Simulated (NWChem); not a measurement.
Molecule: CH4F2OSi; SMILES OC[SiH](F)F

```xyz
9

O      0.1206     2.1774     0.1734
C     -0.6271     1.1184    -0.4258
Si     0.0242    -0.4744     0.3334
F     -0.9543    -1.6713    -0.1131
F      1.4785    -0.8130    -0.2567
H     -0.1506     3.0152    -0.2314
H     -0.5031     1.0838    -1.5207
H     -1.7088     1.2085    -0.2285
H      0.1038    -0.4365     1.8079
```
Atoms are numbered in this order, from 1.

Computed with NWChem. The geometry was optimised at B3LYP/6-31G* (spherical d).

For level B3LYP/def2-TZVP:

```yaml
highest occupied level (eV): -8.27
orbital gap (eV): 8.11
```

Task: How do the values read with level TPSSh/def2-TZVP instead?

Result: highest occupied level (eV): -7.58
orbital gap (eV): 7.43
